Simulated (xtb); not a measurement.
tetrasiletane (H8Si4), SMILES [SiH2]1[SiH2][SiH2][SiH2]1. All values are semi-empirical tight-binding results from xtb (GFN2-xTB unless named), good for trends rather than for accurate numbers. Geometry: GFN2-xTB.

Optimised geometry:

Bonded distances (Å): Si1–Si2 2.356, Si1–Si4 2.356, Si1–H5 1.469, Si1–H6 1.469, Si2–Si3 2.356, Si2–H7 1.469, Si2–H8 1.469, Si3–Si4 2.356, Si3–H9 1.469, Si3–H10 1.469, Si4–H11 1.469, Si4–H12 1.469. Bond angles (°): Si2–Si1–Si4 90.0, Si2–Si1–H5 116.4, Si2–Si1–H6 116.0, Si4–Si1–H5 116.4, Si4–Si1–H6 116.0, H5–Si1–H6 102.7, Si1–Si2–Si3 90.0, Si1–Si2–H7 116.0, Si1–Si2–H8 116.4, Si3–Si2–H7 116.0, Si3–Si2–H8 116.4, H7–Si2–H8 102.7, Si2–Si3–Si4 90.0, Si2–Si3–H9 116.4, Si2–Si3–H10 116.0, Si4–Si3–H9 116.4, Si4–Si3–H10 116.0, H9–Si3–H10 102.7, Si1–Si4–Si3 90.0, Si1–Si4–H11 116.0, Si1–Si4–H12 116.4, Si3–Si4–H11 116.0, Si3–Si4–H12 116.4, H11–Si4–H12 102.7.
Charge 0, spin multiplicity 1.

Task: Estimate the properties. (Estimate from the structure and the level; the computed values follow.)

Result: 
```yaml
point_group_as_xtb_finds_it: D2d
orbital_gap: 2.93 eV
dipole_moment: 0.00 D
zero_point_energy: 40.0 kcal/mol
G − E(el) at 298.15 K (modified RRHO): 20.5 kcal/mol
static polarisability (D4 model): 110.6 bohr³
solvation energy, GFN2-xTB/ALPB(water): -0.5 kcal/mol
solvation energy, GFN2-xTB/ALPB(dmso): -4.7 kcal/mol
```

Computed atomic charges and the Wiberg bond orders between heavy atoms:
charges (e) Si1 0.27, Si2 0.27, Si3 0.27, Si4 0.27, H5 -0.13, H6 -0.13, H7 -0.13, H8 -0.13, H9 -0.13, H10 -0.13, H11 -0.13, H12 -0.13. Bond orders Si1–Si2 0.86, Si2–Si3 0.86, Si1–Si4 0.86, Si3–Si4 0.86.
